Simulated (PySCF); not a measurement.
# Electron correlation in Ar²⁺ (argon, charge +2)

[Ne] 3s2 3p4, high-spin 3P determinant. Computed with PySCF 2.14 in aug-cc-pV(D+d)Z, with the non-relativistic Hamiltonian (point nucleus). Frozen: [Ne]; 6 electrons correlated.

MP2 pair energies summed by pair of shells (mhartree):

```tsv
pair	energy	share (%)
3p-3p	-48.21	50.3
3s-3p	-40.46	42.2
3s-3s	-7.09	7.4
```

Total MP2 correlation energy: -95.76 mhartree.

Same-spin part -23.55 and opposite-spin part -72.21 mhartree; SCS-MP2 scales them by 1/3 and 6/5 to -94.50 mhartree.

```csv
level,correlation energy (mhartree)
CCSD,-118.28
(T),-1.51
CCSD(T),-119.79
```

Diagnostics: T1 = 0.0071, D1 = 0.0241, largest double amplitude 0.048.

Cost of the coupled-cluster step: 0.43 s of wall time on 1 thread of Neoverse-N1 (shared host), for 6 correlated electrons.
